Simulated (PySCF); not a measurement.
C₃H₆BFO, SMILES C=CCB(O)F.

Geometry: B3LYP-D3(BJ)/def2-SVP. The structure was generated by enumeration, and PubChem lists no compound with its InChIKey, so it may never have been made. The values are those of a single conformer.

These are TDA-LC-ωPBE/def2-SVPD in PySCF values and carry that method's errors.

Vertical excitations. Isolated molecule, no solvent.

| state | energy (eV) | λ (nm) | f | main pairs |
|---|---|---|---|---|
| S1 | 7.55 | 164 | 0.312 | HOMO→LUMO+1 87 % |
| S2 | 7.78 | 159 | 0.036 | HOMO→LUMO 70 %, HOMO→LUMO+2 13 % |
| S3 | 8.22 | 151 | 0.006 | HOMO−1→LUMO+1 41 %, HOMO−2→LUMO+1 34 %, HOMO−3→LUMO+1 13 % |
| S4 | 8.52 | 146 | 0.157 | HOMO→LUMO+5 50 %, HOMO−1→LUMO+5 13 %, HOMO→LUMO+4 9 % |
| S5 | 8.70 | 142 | 0.001 | HOMO→LUMO+3 75 % |
| S6 | 8.95 | 139 | 0.052 | HOMO→LUMO+2 63 %, HOMO→LUMO 11 % |
| S7 | 9.09 | 136 | 0.011 | HOMO−4→LUMO+1 57 %, HOMO−2→LUMO+1 12 %, HOMO−6→LUMO+1 11 % |
| S8 | 9.36 | 133 | 0.060 | HOMO→LUMO+4 67 % |
| S9 | 9.59 | 129 | 0.011 | HOMO→LUMO+5 21 %, HOMO−1→LUMO+1 20 %, HOMO−1→LUMO+5 15 %, HOMO−2→LUMO+1 9 % |
| S10 | 9.83 | 126 | 0.057 | HOMO−2→LUMO 42 %, HOMO−3→LUMO 17 % |
| T1 | 4.16 | 298 | 0 | HOMO→LUMO+1 83 % |
| T2 | 7.47 | 166 | 0 | HOMO→LUMO+5 27 %, HOMO→LUMO 27 %, HOMO−1→LUMO+1 14 %, HOMO−1→LUMO+5 7 % |
| T3 | 7.63 | 163 | 0 | HOMO−1→LUMO+1 31 %, HOMO−2→LUMO+1 26 %, HOMO→LUMO 17 %, HOMO−3→LUMO+1 10 % |
| T4 | 7.67 | 162 | 0 | HOMO→LUMO 25 %, HOMO→LUMO+5 23 %, HOMO−2→LUMO+1 12 %, HOMO−1→LUMO+5 9 % |
Triplets are in the Tamm–Dancoff approximation.
